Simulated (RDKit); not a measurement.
Input file for RDKit: UFF on H3NOSe (SMILES N[Se]O), a point of a torsion scan.

```python
from rdkit import Chem
from rdkit.Chem import AllChem, rdDetermineBonds

blocks = [
'''6

N    -0.98739857    0.00728363   -0.02564536
Se    0.44271251   -0.25973525    1.02639212
O     1.63187083   -0.50632144   -0.35294845
H    -1.70397014   -0.70397755    0.04386736
H    -1.38620574    0.93574472    0.02805497
H     2.50051917   -0.67142715    0.01734779
''',
]
mol = None
for b in blocks:
    f = Chem.MolFromXYZBlock(b)
    rdDetermineBonds.DetermineBonds(f, charge=0)
    mol = f if mol is None else Chem.CombineMols(mol, f)
Chem.SanitizeMol(mol)
print(Chem.MolToSmiles(Chem.RemoveHs(mol)))
ff = AllChem.UFFGetMoleculeForceField(mol, vdwThresh=100.0, ignoreInterfragInteractions=False)
e = ff.CalcEnergy()
print(f'UFF energy {e:.6f} kcal/mol')
```

It printed:

```
N[Se]O
UFF energy 12.585746 kcal/mol
```

The run finished.

Cost: around 0.020 core-seconds (rough).
